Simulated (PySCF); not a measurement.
2-(methylsulfonyl)ethanol, C₃H₈O₃S.
Bonds: C1–S2, S2–O3 (double), S2–O4 (double), S2–C5, C5–C6, C6–O7. Hydrogens: H8, H9, H10 on C1; H11, H12 on C5; H13, H14 on C6; H15 on O7.

A PySCF run (density fitting, gas phase, GFN2-xTB geometry) gave HOMO -8.19 eV, LUMO 0.06 eV, dipole 4.82 D and E = -742.067 Eh.

Problem. Which of these levels was it?
A. PBE0/def2-SVPD
B. revPBE/aug-cc-pVDZ
C. LDA/ANO-RCC-VDZP
D. wB97X-D/ANO-RCC-VDZP

Solution. A. It is PBE0/def2-SVPD. All candidates on this geometry:

```tsv
level and settings	kind	basis functions	SCF cycles	E (Eh)	HOMO (eV)	LUMO (eV)	dipole (D)
revPBE/aug-cc-pVDZ, grid level 3, energy threshold 1e-06 Eh	GGA	237	10	-742.7982	-6.37	-0.97	4.43
LDA/ANO-RCC-VDZP	LDA	142	16	-738.7296	-6.45	-0.80	4.62
PBE0/def2-SVPD, grid level 1	global hybrid	220	11	-742.0672	-8.19	0.06	4.82
wB97X-D/ANO-RCC-VDZP	range-separated hybrid	142	14	-742.6974	-10.02	1.50	4.89
```

The nearest other candidate, by the summed differences of HOMO and LUMO, is LDA/ANO-RCC-VDZP: its HOMO differs by +1.74 eV and its LUMO by -0.86 eV. wB97X-D ran without the empirical dispersion term, which would shift the total energy alone. Cycle counts include a coarse-grid stage where the run had one. ANO-RCC sets were contracted for a scalar-relativistic Hamiltonian, but ran non-relativistically here.

Shape of the structure used: `[CH3:1][S:2](=[O:3])(=[O:4])[CH2:5][CH2:6][OH:7]`: C1–S2–C5–C6 76°, S2–C5–C6–O7 67°, H–O7–C6–C5 -53°.
